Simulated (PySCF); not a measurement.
Two-component Hartree-Fock for N⁺ (nitrogen, charge +1)

Start: [He] 2s2 2p2; 2p3/2 filled at m_j = +1/2, +3/2. Calculated with PySCF 2.14 in x2c-TZVPall-2c: generalised Hartree-Fock with the X2C-1e Hamiltonian and a Gaussian nucleus; one run each with spin-orbit coupling (SO) switched off, then screened by Boettger's factors. This is a chosen level, not necessarily the ground level.

```csv
spinor shell,electrons,"ε, spin-free (eV)","ε, screened SO (eV)",weight of nominal j (screened SO),"rms radius, screened SO (bohr)"
1s1/2,2,-443.31,-443.31,1.000,0.265
2s1/2,2,-39.837,-39.838,1.000,1.37
2p3/2,2,-30.297,-30.294,0.831,1.39
```

| quantity | spin-free | screened SO |
| --- | --- | --- |
| E (hartree) | -53.91859 | -53.91833 |
| M_J | 2 | 2 |
| ⟨J²⟩ | 6.007 | 6.007 |
| ⟨L²⟩ | 2.003 | 2.003 |
| ⟨S²⟩ | 2.004 | 2.004 |

Each row is a mean over spinors that exchange with the open shell spreads, by up to 8.606 eV (2s1/2).

Rows whose weight is well below 1 are mixtures of j = l ± 1/2: exchange outweighs spin-orbit coupling there, and the label is only the starting occupation.

Without spin-orbit coupling the j labels of p, d and f shells carry no meaning; the spin-free column gives the mean over the occupied spinors of each nl shell.
